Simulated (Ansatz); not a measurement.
Molecule: 2-bromoselenophene, C$_{4}$H$_{3}$BrSe, charge 0, multiplicity 1. 
Geometry from a B3LYP-D3(BJ)/def2-TZVP (Ansatz, a quantum-chemistry and plane-wave program) optimisation:
```xyz
9

Br     1.9902    -0.1937    -0.2145
C      0.1268    -0.4308    -0.0992
C     -0.5461    -1.5961    -0.2781
C     -1.9623    -1.4809    -0.1301
C     -2.4198    -0.2374     0.1642
Se    -1.0217     1.0010     0.2943
H     -0.0468    -2.5254    -0.5118
H     -2.6230    -2.3295    -0.2454
H     -3.4411     0.0705     0.3168
```

Total electronic energies in hartree. Valence correlation only, unless marked. No spin-orbit coupling. The frozen core is the preceding noble-gas configuration, with the filled d and f shells of earlier blocks. No relativistic terms. Basis-set limits of correlation are two-point, X^-3; Hartree-Fock from the larger set. [CCSD(T)-MP2]/basis is that difference in the basis named.

The Hartree-Fock reference is unstable (checked in the largest basis), which strains HF and MP2. 

```tsv
level	program	energy (Eh)
HF/cc-pVQZ	Ansatz	-5125.59792
PBE-D3(BJ)/def2-TZVPD	Ansatz + dftd3	___
BLYP-D3(BJ)/def2-TZVPD	Ansatz + dftd3	-5129.99625
B3LYP/def2-TZVPD	Ansatz	___
BHLYP/def2-TZVPD	Ansatz	-5129.84556
HSE06-D4/def2-TZVPD	Ansatz + dftd4	___
LC-wPBE-D4/def2-TZVPD	Ansatz + dftd4	-5129.17763
B2GP-PLYP/def2-TZVPD	Ansatz	-5128.67724
RI-MP2/aug-cc-pVTZ	Ansatz	-5126.55227
RI-MP2/CBS(aug-cc-pVTZ,aug-cc-pVQZ)	Ansatz	-5126.6736
SCS-MP2/cc-pVTZ	Ansatz	-5126.51015
CCSD/aug-cc-pVTZ	Ansatz	-5126.57729
CCSD(T)/6-31G*	Ansatz	-5125.63800
RI-MP2/CBS(cc-pVTZ,cc-pVQZ)+[CCSD(T)-MP2]/cc-pVDZ	Ansatz	-5126.7384
CCSD(T)/CBS(aug-cc-pVTZ,aug-cc-pVQZ)	Ansatz	-5126.7441
```

Task: Fill in the missing entries.

Result: 
- PBE-D3(BJ)/def2-TZVPD, energy (Eh): -5129.04368
- B3LYP/def2-TZVPD, energy (Eh): -5130.03274
- HSE06-D4/def2-TZVPD, energy (Eh): -5129.21484
